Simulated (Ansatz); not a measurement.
`[SiH3]CC1=C[Te]1` and `NC1=C[Te]1` differ in one atom or group.

Ansatz, PBE0-D4/def2-TZVP geometries, multiplicity 1. Each molecule was computed in one conformer, which needn't be the lowest.

Elements past krypton have def2 core potentials.

| property | `[SiH3]CC1=C[Te]1` |
| --- | --- |
| size of the dipole moment (B3LYP/def2-TZVPP) / D | 2.49 |
| HOMO–LUMO gap (PBE/def2-TZVPP) / eV | 2.41 |
| HOMO energy (ωB97M-V/def2-TZVPP) / eV | -7.29 |
| LUMO energy (ωB97M-V/def2-TZVPP) / eV | 0.89 |
| HOMO–LUMO gap (PBE0/def2-TZVPP) / eV | 4.22 |
| LUMO energy (PBE0/def2-TZVPP) / eV | -1.00 |

Question: What does the change do to each property? (An estimate is asked.)

Answer: Ansatz gave: 
```tsv
property	`NC1=C[Te]1`	shift
size of the dipole moment (B3LYP/def2-TZVPP) / D	3.10	0.61
HOMO–LUMO gap (PBE/def2-TZVPP) / eV	2.12	-0.29
HOMO energy (ωB97M-V/def2-TZVPP) / eV	-7.06	0.23
LUMO energy (ωB97M-V/def2-TZVPP) / eV	0.83	-0.06
HOMO–LUMO gap (PBE0/def2-TZVPP) / eV	3.93	-0.29
LUMO energy (PBE0/def2-TZVPP) / eV	-1.06	-0.06
```

With PBE0 the HOMO rises by 0.23 eV and the LUMO falls by 0.06 eV, so the gap narrows by about 0.29 eV. PBE moves the HOMO by 0.25 eV and ωB97M-V by 0.23 eV. Dipoles are sizes alone; their direction can turn.

B3LYP here is the variant with VWN-RPA as its local correlation; programs differ in this.

Spin–orbit coupling is left out; it splits and shifts lone-pair levels of the heavy atoms by tenths of an eV.
